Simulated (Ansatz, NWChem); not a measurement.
SiN2H4ClF (SMILES N[Si](N)(F)Cl): methods side by side

SiN2H4ClF has 9 atoms, charge 0, and is taken as a singlet. SMILES: `N[Si](N)(F)Cl`. Geometry: relaxed at PBE0-D4/def2-TZVP. This is one conformer, not always the lowest.

Quantity: the HOMO–LUMO gap, in eV. The values are calculated.

| level | kind | program | value (eV) | CPU time |
| --- | --- | --- | --- | --- |
| SVWN5/6-31G* (spherical functions) | LDA | Ansatz | 6.78 | 5.3 s |
| PBE/6-31G* (spherical functions) | GGA | Ansatz | 6.82 | 8.5 s |
| r2SCAN/6-31G* (spherical functions) | meta-GGA | Ansatz | 7.81 | 18 s |
| B3LYP/6-31G* (spherical functions) | global hybrid | Ansatz | 8.71 | 12 s |
| B3LYP/6-31G* (Cartesian functions) | global hybrid | NWChem | 8.68 | 23 s |
| HSE06/6-31G* (spherical functions) | range-separated hybrid | Ansatz | 8.58 | 12 s |
| wB97M-V/6-31G* (spherical functions) | range-separated hybrid | Ansatz | 13.56 | 90 s |
| B2PLYP/6-31G* (spherical functions) | double hybrid | Ansatz | 11.95 | 14 s |

The values span 6.78 to 13.56 eV. Orbital gaps aren't excitation energies, and those of double hybrids come from the SCF part alone; they tend to grow with the share of exact exchange. CPU times are rough (shared hosts, several kinds of processor and program).
